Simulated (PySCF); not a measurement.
Field gradients from PBE0/pcSseg-1 densities (PySCF, non-relativistic) at GFN2-xTB geometries, isolated species, one conformer each; χzz is the principal value of largest magnitude, with Q(14N) = 0.02044 b. GFN2-xTB bond lengths can be off by several hundredths of an ångström, more for odd bonds, and the gradients follow them. With so small a basis the couplings can be 20 % off.

(1) These 14N couplings (χzz in MHz, η) are listed in rising order: (-6.636, 0.29); (-5.976, 0.15); (-5.060, 0.21); (-4.142, 0.34); (-3.333, 0.37); (2.749, 0.66). Assign them to: N3 (nitrogen bonded to 2 C and N) in `[CH3:1][CH2:2][N:3]1[CH2:4][C@@H:5]([C:6]([F:7])([F:8])[F:9])[CH:10]=[N:11]1`; N5 (pyrrole-type nitrogen) in `[CH3:1][c:2]1[cH:3][n:4][n:5]([Si:6]([CH3:7])([CH3:8])[CH3:9])[cH:10]1`; the imine nitrogen of `C=C/C(C)=N/[C@@H]([SiH3])C[SiH3]`; N2 (pyrrole-type nitrogen) in `[CH3:1][n:2]1[cH:3][c:4]([Si:5]([CH3:6])([CH3:7])[CH3:8])[cH:9][n:10]1`; N5 (secondary amine nitrogen) in `[N:1]#[C:2][SiH2:3][CH2:4][NH:5][CH2:6][CH:7]1[CH2:8][CH2:9][CH2:10]1`; N1 (nitrile nitrogen) in `[N:1]#[C:2][C@@H:3]1[CH2:4][Si@@H:5]1[SiH:6]([NH2:7])[NH2:8]`.

Results:

(1) -6.636 MHz, η 0.29: N3 (nitrogen bonded to 2 C and N) in `[CH3:1][CH2:2][N:3]1[CH2:4][C@@H:5]([C:6]([F:7])([F:8])[F:9])[CH:10]=[N:11]1`; -5.976 MHz, η 0.15: N5 (secondary amine nitrogen) in `[N:1]#[C:2][SiH2:3][CH2:4][NH:5][CH2:6][CH:7]1[CH2:8][CH2:9][CH2:10]1`; -5.060 MHz, η 0.21: the imine nitrogen of `C=C/C(C)=N/[C@@H]([SiH3])C[SiH3]`; -4.142 MHz, η 0.34: N1 (nitrile nitrogen) in `[N:1]#[C:2][C@@H:3]1[CH2:4][Si@@H:5]1[SiH:6]([NH2:7])[NH2:8]`; -3.333 MHz, η 0.37: N2 (pyrrole-type nitrogen) in `[CH3:1][n:2]1[cH:3][c:4]([Si:5]([CH3:6])([CH3:7])[CH3:8])[cH:9][n:10]1`; 2.749 MHz, η 0.66: N5 (pyrrole-type nitrogen) in `[CH3:1][c:2]1[cH:3][n:4][n:5]([Si:6]([CH3:7])([CH3:8])[CH3:9])[cH:10]1`.

All sites together:

| nucleus | site | Vzz (au) | η | χzz (MHz) |
| --- | --- | --- | --- | --- |
| 14N | N3 (nitrogen bonded to 2 C and N) in [CH3:1][CH2:2][N:3]1[CH2:4][C@@H:5]([C:6]([F:7])([F:8])[F:9])[CH:10]=[N:11]1 | -1.382 | 0.29 | -6.636 |
| 14N | N5 (pyrrole-type nitrogen) in [CH3:1][c:2]1[cH:3][n:4][n:5]([Si:6]([CH3:7])([CH3:8])[CH3:9])[cH:10]1 | 0.572 | 0.66 | 2.749 |
| 14N | the imine nitrogen of C=C/C(C)=N/[C@@H]([SiH3])C[SiH3] | -1.054 | 0.21 | -5.060 |
| 14N | N2 (pyrrole-type nitrogen) in [CH3:1][n:2]1[cH:3][c:4]([Si:5]([CH3:6])([CH3:7])[CH3:8])[cH:9][n:10]1 | -0.694 | 0.37 | -3.333 |
| 14N | N5 (secondary amine nitrogen) in [N:1]#[C:2][SiH2:3][CH2:4][NH:5][CH2:6][CH:7]1[CH2:8][CH2:9][CH2:10]1 | -1.244 | 0.15 | -5.976 |
| 14N | N1 (nitrile nitrogen) in [N:1]#[C:2][C@@H:3]1[CH2:4][Si@@H:5]1[SiH:6]([NH2:7])[NH2:8] | -0.863 | 0.34 | -4.142 |
